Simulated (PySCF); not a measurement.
Si5H10.
Cartesian coordinates in Å at the PBE0-D3(BJ)/def2-SVP level; atoms count from 1:
```xyz
15
Si5H10 angstrom
Si     0.8751    1.2973    1.2597
Si     1.8776   -0.6311    0.3324
Si     0.2718   -1.7067   -1.0283
Si    -1.7107   -0.4215   -0.9703
Si    -1.3162    1.4679    0.3917
H      0.8277    1.1838    2.7519
H      1.6703    2.5153    0.9053
H      2.3302   -1.5530    1.4218
H      3.0713   -0.2484   -0.4862
H      0.0048   -3.0885   -0.5175
H      0.7758   -1.8127   -2.4340
H     -2.8359   -1.2343   -0.4093
H     -2.0856    0.0101   -2.3540
H     -1.4535    2.7211   -0.4160
H     -2.3116    1.5167    1.5089
```

Jobs on this species (15 atoms, 80 electrons) with PySCF (density fitting). Hardware of each: an Intel Xeon Platinum 8259CL at 2.50 GHz with one thread, on a shared host. Other jobs ran on the host; a repeat could differ by tens of per cent or more. Peak memory is the resident size of the whole Python process, interpreter and libraries included.

| level and settings | work | basis functions | SCF cycles | wall time | peak memory |
| --- | --- | --- | --- | --- | --- |
| PBE0-D3(BJ)/def2-SVP, grid level 1 | geometry optimisation from a GFN2-xTB start | 140 | ? | ? | ? |
| PBE0/pcSseg-1 | shieldings, ring-centre shieldings, charges and field gradients | 170 | ? | ? | ? |
| KT3/pcSseg-2 | shieldings, ring-centre shieldings | 355 | 12 | 2.1 min | 1.2 GiB |
| delta-SCF UKS SCAN, pcX-2 on the ionised atom, pcseg-1 elsewhere, spin-free X2C | ΔSCF core ionisation, 2 holes | 182 | 25 | 20 s | 0.47 GiB |
| PBE0/def2-SVPD | 10 singlets by full TDDFT, 4 Tamm–Dancoff triplets, polarisability, ΔSCF ions | 200 | 10 | 3.3 min | 1.0 GiB |

**Question.** Fill in the missing figures.

**Answer.** 
- PBE0-D3(BJ)/def2-SVP, grid level 1; geometry optimisation from a GFN2-xTB start: 55 s, 0.55 GiB, 26 SCF cycles
- PBE0/pcSseg-1; shieldings, ring-centre shieldings, charges and field gradients: 27 s, 0.98 GiB, 10 SCF cycles

**Question.** What do all jobs in the table cost together?

**Answer.** About 7.1 min; the longest takes about 46 % of that, and about 9.9 times as long as the shortest.
